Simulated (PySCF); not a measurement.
Species: 2-vinylanisole, C₉H₁₀O.
Bonds: C1–C2 (double), C2–C3, C3–C4 (aromatic), C4–C5 (aromatic), C5–C6 (aromatic), C6–C7 (aromatic), C7–C8 (aromatic), C8–O9, O9–C10, C3–C8 (aromatic). Hydrogens: H11, H12 on C1; H13 on C2; H14 on C4; H15 on C5; H16 on C6; H17 on C7; H18, H19, H20 on C10.

The same species was optimised twice, with GFN2-xTB and with PBE0-D3(BJ)/def2-SVP (PySCF), and the same property calculations (PySCF, gas phase) were run on both structures.

| coordinate | GFN2-xTB | PBE0-D3(BJ)/def2-SVP | change |
| --- | --- | --- | --- |
| C8–O9 (Å) | 1.365 | 1.350 | -0.015 |
| C1=C2 (Å) | 1.327 | 1.339 | +0.012 |
| C5–C6 (Å) | 1.382 | 1.392 | +0.010 |
| C7–C8 (Å) | 1.389 | 1.398 | +0.009 |
| C4–C5 (Å) | 1.382 | 1.392 | +0.010 |
| C6–C7 (Å) | 1.385 | 1.394 | +0.009 |
| C2–C3 (Å) | 1.458 | 1.467 | +0.009 |
| C3–C4 (Å) | 1.391 | 1.399 | +0.008 |
| O9–C10 (Å) | 1.405 | 1.399 | -0.006 |
| C3–C8 (Å) | 1.411 | 1.416 | +0.005 |
| C3–C8–C7 (°) | 119.8 | 120.5 | +0.7 |
| C7–C8–O9 (°) | 123.9 | 123.3 | -0.6 |
| C4–C3–C8 (°) | 118.3 | 117.8 | -0.5 |
| C8–O9–C10 (°) | 118.9 | 119.3 | +0.4 |
| C3–C4–C5 (°) | 121.6 | 122.0 | +0.4 |
| C2–C3–C4 (°) | 122.5 | 122.9 | +0.4 |
| C1–C2–C3 (°) | 126.1 | 126.5 | +0.4 |
| C6–C7–C8 (°) | 120.4 | 120.1 | -0.3 |
| C1–C2–C3–C4 (°) | 17 | 16 | -1 |
| C7–C8–O9–C10 (°) | 0 | 2 | +2 |

Rotational constants: A = 1644, B = 1386, C = 757.8 MHz (GFN2-xTB) against A = 1632, B = 1376, C = 752.1 MHz (PBE0-D3(BJ)/def2-SVP). Point groups within 0.08 Å: C1 and C1.

On the GFN2-xTB structure: HOMO (eV) -6.20 [PBE0/pcSseg-1]; LUMO (eV) -0.92 [PBE0/pcSseg-1]; dipole (D) 1.72 [PBE0/pcSseg-1]; GIAO shielding of C1 (ppm) 69.4 [PBE0/pcSseg-1]; GIAO shielding of C2 (ppm) 48.3 [PBE0/pcSseg-1]; GIAO shielding of C3 (ppm) 55.4 [PBE0/pcSseg-1]; GIAO shielding of C4 (ppm) 56.9 [PBE0/pcSseg-1]; GIAO shielding of C5 (ppm) 61.5 [PBE0/pcSseg-1]; GIAO shielding of C6 (ppm) 52.6 [PBE0/pcSseg-1]; GIAO shielding of C7 (ppm) 74.2 [PBE0/pcSseg-1]; GIAO shielding of C8 (ppm) 24.0 [PBE0/pcSseg-1].

Task: What do these properties become on the PBE0-D3(BJ)/def2-SVP structure?

Result: 
```csv
property,level,on GFN2-xTB,on PBE0-D3(BJ)/def2-SVP,change
HOMO (eV),PBE0/pcSseg-1,-6.20,-6.17,+0.03
LUMO (eV),PBE0/pcSseg-1,-0.92,-0.97,-0.05
dipole (D),PBE0/pcSseg-1,1.72,1.74,+0.02
"energy, GFN2-xTB geometry as zero (kcal/mol)",PBE0/pcSseg-1,0.0,-0.3,-0.3
GIAO shielding of C1 (ppm),PBE0/pcSseg-1,69.4,66.4,-3.0
GIAO shielding of C2 (ppm),PBE0/pcSseg-1,48.3,46.1,-2.2
GIAO shielding of C3 (ppm),PBE0/pcSseg-1,55.4,54.5,-0.9
GIAO shielding of C4 (ppm),PBE0/pcSseg-1,56.9,54.6,-2.3
GIAO shielding of C5 (ppm),PBE0/pcSseg-1,61.5,59.7,-1.8
GIAO shielding of C6 (ppm),PBE0/pcSseg-1,52.6,49.8,-2.8
GIAO shielding of C7 (ppm),PBE0/pcSseg-1,74.2,72.4,-1.8
GIAO shielding of C8 (ppm),PBE0/pcSseg-1,24.0,23.9,-0.1
```

The heavy atoms differ by 0.018 Å rms after alignment. Among bonds between heavy atoms C8–O9 changes most (-0.015 Å). Changes are differences of the printed values. Neither structure is proved a minimum here.

Shape of the structure used: `[CH2:1]=[CH:2][c:3]1[cH:4][cH:5][cH:6][cH:7][c:8]1[O:9][CH3:10]`: C1–C2–C3–C4 16°, C7–C8–O9–C10 2°.
